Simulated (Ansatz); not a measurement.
Z-matrix (Å, degrees):
```
C
O 1 1.241
C 1 1.418 2 124.0
H 1 1.102 2 118.5 3 -180.0
C 3 1.377 1 119.2 2 -0.0
H 3 1.078 1 119.3 2 -179.9
O 5 1.311 3 119.9 1 -0.0
C 5 1.468 3 124.9 1 -179.9
H 7 1.020 5 105.6 3 -0.0
C 8 1.395 5 119.2 3 179.2
C 8 1.395 5 121.8 3 -0.8
C 10 1.384 8 120.4 5 -179.9
H 10 1.082 8 119.0 5 0.0
C 11 1.382 8 120.4 5 179.9
H 11 1.082 8 120.3 5 -0.1
C 12 1.387 10 120.1 8 -0.0
H 12 1.084 10 119.7 8 180.0
H 14 1.084 11 119.8 8 180.0
H 16 1.084 12 120.1 10 -180.0
```

The species carries charge 0 and has multiplicity 1.

Task: List the PBE/def2-TZVPP orbital energies in eV (Ansatz). (Best estimate.)

Result: Ansatz gave: Occupied: -511.15, -510.14, -271.44, -270.99, -269.74, -269.54, -269.48, -269.43, -269.40, -269.39, -268.96, -27.28, -25.86, -21.87, -19.87, -18.96, -18.74, -16.53, -15.60, -14.82, -14.53, -13.36, -12.25, -11.92, -11.53, -11.02, -10.82, -10.76, -10.59, -10.40, -9.65, -9.16, -9.13, -8.80, -8.43, -7.04, -6.77, -6.07, -5.93. Lowest empty: -2.94, -1.55, -1.03, 0.50, 0.90, 0.97, 1.55, 1.74.
